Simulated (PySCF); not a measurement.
Two species compared at the same levels of theory.

First species: C₄H₂N₂.
SMILES: `[H]/N=C(\C#C)C#N`

Second species: C₇H₈O₂.
InChI=1S/C7H8O2/c1-5-3-7(6(5)2)9-4-8/h4,7H,1-3H2/t7-/m0/s1

Levels: PBE0/def2-SVPD for dipole moment, HOMO energy, LUMO energy, HOMO–LUMO gap, static isotropic polarisability and electronic spatial extent ⟨r²⟩ about the centre of nuclear charge; TDDFT PBE0/def2-SVPD for lowest singlet excitation; TDA PBE0/def2-SVPD for lowest triplet excitation (Tamm–Dancoff); GFN2-xTB for rotational constant A and rotational constant C. Geometries: GFN2-xTB. All species are isolated and taken at one optimised geometry, non-relativistic unless stated; the electronic structure was computed with PySCF and density fitting.

The conformers computed, where there is a choice (atom-mapped SMILES and torsion angles):
- `[CH2:1]=[C:2]1[CH2:3][C@H:4]([O:5][CH:6]=[O:7])[C:8]1=[CH2:9]`: C3–C4–O5–C6 163°, C4–O5–C6–O7 0°

Question: Which of the two has the higher HOMO energy, and by how much?

Answer: The second: -7.00 eV against -8.90 eV, a difference of 1.90 eV.

Question: Which has the higher S1 energy?

Answer: The second: 5.19 eV against 4.19 eV, a difference of 1.00 eV.

Question: Which of the two has the higher HOMO–LUMO gap, and by how much?

Answer: The first: 6.03 eV against 5.49 eV, a difference of 0.54 eV.

Question: Which of the two has the higher LUMO energy, and by how much?

Answer: The second: -1.51 eV against -2.87 eV, a difference of 1.36 eV.

Question: Which has the higher ⟨r²⟩?

Answer: The second: 1282 bohr² against 546 bohr², a difference of 736 bohr².

Question: Which of the two has the higher T1 energy, and by how much?

Answer: The first: 3.41 eV against 2.89 eV, a difference of 0.52 eV.

Question: Which has the higher rotational constant C?

Answer: The first: 2.057 GHz against 0.900 GHz, a difference of 1.157 GHz.

Question: Which has the higher rotational constant A?

Answer: The first: 6.456 GHz against 3.723 GHz, a difference of 2.733 GHz.

On the first: The polarisability is 8.45 Å³ as a volume (1 au = 0.148185 Å³), or 1.43 au for each of the 40 electrons. The principal polarisabilities are 34.3, 62.5 and 74.3 au; their mean is the isotropic value.

On the second: In wavenumbers S1 is 41800 cm⁻¹ (1 eV = 8065.54 cm⁻¹). The principal polarisabilities are 64.1, 89.3 and 117.9 au; their mean is the isotropic value.
